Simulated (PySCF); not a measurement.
Isomers of C6H13P, mass 116.075 u with the commonest isotopes. Method used: CAM-B3LYP/def2-SVPD in PySCF (dipole) on a GFN2-xTB geometry, gas phase. One conformer each, none proved a minimum here; rigid rotors.

**Question.** Order these by rotational constant A, largest first.
A. `CC(C)(/C(=P/[H])C)C`
B. `[CH3:1][P:2]1[CH2:3][CH2:4][CH2:5][CH2:6][CH2:7]1` with C1–P2–C3–C4 -160°, P2–C3–C4–C5 66°, C3–C4–C5–C6 -62°, C4–C5–C6–C7 62°
C. `[CH2:1]=[C:2]([CH3:3])[P:4](=[CH2:5])([CH3:6])[CH3:7]` with C1–C2–P4–C5 -97°
D. `[CH3:1][PH:2][CH:3]1[CH2:4][CH2:5][CH2:6][CH2:7]1` with C1–P2–C3–C4 -165°, P2–C3–C4–C5 -158°, C3–C4–C5–C6 42°, C4–C5–C6–C7 -31°, C5–C6–C7–C3 8°
E. `[CH2:1]=[P:2][C:3]([CH3:4])([CH3:5])[CH2:6][CH3:7]` with C1–P2–C3–C4 -112°, P2–C3–C6–C7 -66°
F. `[CH3:1]/[CH:2]=[P:3]/[C@H:4]([CH3:5])[CH2:6][CH3:7]` with C2–P3–C4–C5 64°, P3–C4–C6–C7 -61°

**Answer.** D (4641 MHz), B (3576 MHz), F (2813 MHz), A (2754 MHz), C (2660 MHz), E (2494 MHz).

**Question.** Order these by dipole moment, smallest first.
A. `[CH2:1]=[C:2]([CH3:3])[P:4](=[CH2:5])([CH3:6])[CH3:7]` with C1–C2–P4–C5 -97°
B. `[H]/P=C(\C)C(C)(C)C`
C. `[CH3:1]/[CH:2]=[P:3]/[C@H:4]([CH3:5])[CH2:6][CH3:7]` with C2–P3–C4–C5 64°, P3–C4–C6–C7 -61°

**Answer.** C (1.33 D), B (1.76 D), A (3.45 D).

**Question.** Order these by rotational constant C, largest first.
A. `[CH3:1]/[CH:2]=[P:3]/[C@H:4]([CH3:5])[CH2:6][CH3:7]` with C2–P3–C4–C5 64°, P3–C4–C6–C7 -61°
B. `[CH3:1][P:2]1[CH2:3][CH2:4][CH2:5][CH2:6][CH2:7]1` with C1–P2–C3–C4 -160°, P2–C3–C4–C5 66°, C3–C4–C5–C6 -62°, C4–C5–C6–C7 62°
C. `[CH2:1]=[P:2][C:3]([CH3:4])([CH3:5])[CH2:6][CH3:7]` with C1–P2–C3–C4 -112°, P2–C3–C6–C7 -66°
D. `[CH3:1][PH:2][CH:3]1[CH2:4][CH2:5][CH2:6][CH2:7]1` with C1–P2–C3–C4 -165°, P2–C3–C4–C5 -158°, C3–C4–C5–C6 42°, C4–C5–C6–C7 -31°, C5–C6–C7–C3 8°
E. `[H]/P=C(\C)C(C)(C)C`

**Answer.** C (1505 MHz), E (1401 MHz), B (1369 MHz), A (1146 MHz), D (1109 MHz).

```json
{"SMILES": "C/C=P/[C@H](C)CC", "point group": "C1", "Ia (u·Å²)": "179.65", "Ib (u·Å²)": "366.78", "Ic (u·Å²)": "441.14", "κ": "-0.72", "μa (D)": "0.36", "μb (D)": "0.19", "μc (D)": "1.27"}
{"SMILES": "CPC1CCCC1", "point group": "C1", "Ia (u·Å²)": "108.89", "Ib (u·Å²)": "397.72", "Ic (u·Å²)": "455.63", "κ": "-0.91", "μa (D)": "0.42", "μb (D)": "0.47", "μc (D)": "1.14"}
{"SMILES": "[H]/P=C(\\C)C(C)(C)C", "point group": "C1", "Ia (u·Å²)": "183.49", "Ib (u·Å²)": "290.54", "Ic (u·Å²)": "360.80", "κ": "-0.50", "μa (D)": "1.27", "μb (D)": "1.22", "μc (D)": "0.02"}
{"SMILES": "CP1CCCCC1", "point group": "Cs", "Ia (u·Å²)": "141.33", "Ib (u·Å²)": "286.48", "Ic (u·Å²)": "369.28", "κ": "-0.64", "μa (D)": "0.36", "μb (D)": "0.00", "μc (D)": "1.18"}
{"SMILES": "C=PC(C)(C)CC", "point group": "C1", "Ia (u·Å²)": "202.67", "Ib (u·Å²)": "284.19", "Ic (u·Å²)": "335.73", "κ": "-0.45", "μa (D)": "0.79", "μb (D)": "0.48", "μc (D)": "0.92"}
{"SMILES": "C=C(C)P(=C)(C)C", "point group": "C1", "Ia (u·Å²)": "190.00", "Ib (u·Å²)": "284.12", "Ic (u·Å²)": "337.60", "κ": "-0.52", "μa (D)": "2.39", "μb (D)": "0.47", "μc (D)": "2.45"}
```
